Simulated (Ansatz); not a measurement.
CH5FNSn, SMILES `C[NH][SnH][F]` radical at its PBE0-D4/def2-TZVP geometry, where that method's forces vanish. Total charge 0; spin multiplicity 2. Sn: def2 effective core potential.

```xyz
9

C    -1.0104   -0.8302    0.3642
N    -0.2599    0.3909    0.1760
Sn    1.3816    0.5311   -1.0285
F     1.6968    2.4330   -0.8118
H    -1.5469   -0.7952    1.3190
H    -1.7489   -1.0299   -0.4224
H    -0.3320   -1.6859    0.4093
H    -0.8619    1.2040    0.1212
H     2.6815   -0.2177   -0.1269
```

(1) What forces (eV/Å) does r2SCAN-D4/def2-TZVPP give on these atoms in Ansatz 0.2.0? (An estimate is asked.)

Results:

(1) Computed: 
```
C1  -0.096 -0.179  0.042
N2   0.000  0.119  0.121
Sn3  0.119 -0.097 -0.279
F4   0.000  0.090  0.056
H5  -0.005  0.003 -0.012
H6  -0.001  0.008  0.013
H7  -0.003  0.023 -0.010
H8  -0.043  0.039 -0.001
H9   0.028 -0.006  0.070
```
